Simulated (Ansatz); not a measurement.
Consider the ligand exchange at the Al–C bond: `C/[C]([AlH2])=C\F` + `[CH2]1[NH][AlH]1` → `[AlH2][N]1[CH2][AlH]1` + `C/C=C\F`.

Calculated with Ansatz (gas phase, PBE0-D4/def2-TZVP geometries, no zero-point term in ΔE). CBS: MP2 limit from def2 TZ/QZ plus the TZ coupled-cluster correction, frozen cores. Double bonds are as drawn, so ΔE can hold a change between cis and trans. Functionals use def2-TZVPP.

`C/[C]([AlH2])=C\F`:

Z-matrix (Å, degrees):
```
C
C 1 1.502
H 1 1.094 2 110.9
H 1 1.094 2 110.9 3 -117.8
H 1 1.091 2 112.5 3 121.1
Al 2 1.937 1 125.7 3 59.0
C 2 1.330 1 121.7 3 -121.0
H 6 1.587 2 117.5 1 180.0
H 6 1.587 2 120.6 1 -0.0
F 7 1.343 2 123.6 1 0.0
H 7 1.086 2 125.8 1 -180.0
```

`[CH2]1[NH][AlH]1`:

Cartesian coordinates in Å:
```
C -0.325 -0.652 -0.432
N -0.402 0.261 0.764
Al 0.963 0.744 -0.163
H -0.116 -1.701 -0.209
H -1.151 -0.565 -1.142
H -1.131 0.158 1.448
H 2.163 1.753 -0.267
```

`[AlH2][N]1[CH2][AlH]1`:

Cartesian coordinates in Å:
```
Al -1.236 1.252 -0.445
N 0.021 0.027 -0.226
C 0.522 -0.700 1.025
Al 1.306 -1.091 -0.658
H -1.483 1.787 -1.919
H -2.069 1.777 0.801
H 0.992 -0.052 1.765
H -0.221 -1.343 1.499
H 2.168 -1.657 -1.841
```

`C/C=C\F`:

Z-matrix (Å, degrees):
```
C
C 1 1.489
H 1 1.094 2 110.9
H 1 1.094 2 110.9 3 118.6
H 1 1.090 2 111.5 3 -120.7
C 2 1.320 1 125.7 3 120.9
H 2 1.085 1 118.7 3 -59.1
F 6 1.342 2 122.5 1 -0.0
H 6 1.083 2 125.4 1 180.0
```

```
             level  ΔE (eV)
           PBE0-D4    -0.90
            B2PLYP    -0.99
            r2SCAN    -0.94
   CCSD/def2-TZVPP    -1.00
CCSD(T)/def2-TZVPP    -0.98
     HF/def2-QZVPP    -1.06
SCS-MP2/def2-QZVPP    -1.01
    CCSD/CBS(def2)    -0.98
```

Problem. What does CCSD(T)/CBS give? (Best estimate.)

Solution. Computed: -0.97 eV. The listed levels differ from it by 0.07, -0.02, 0.03, -0.03, -0.01, -0.09, -0.04, -0.01 eV.

Largest T1 diagnostic among the species: 0.015.

In def2-TZVPP, CCSD(T) changes the Hartree–Fock value by +0.07 eV (the triples alone add +0.01 eV) and MP2 by +0.06 eV.
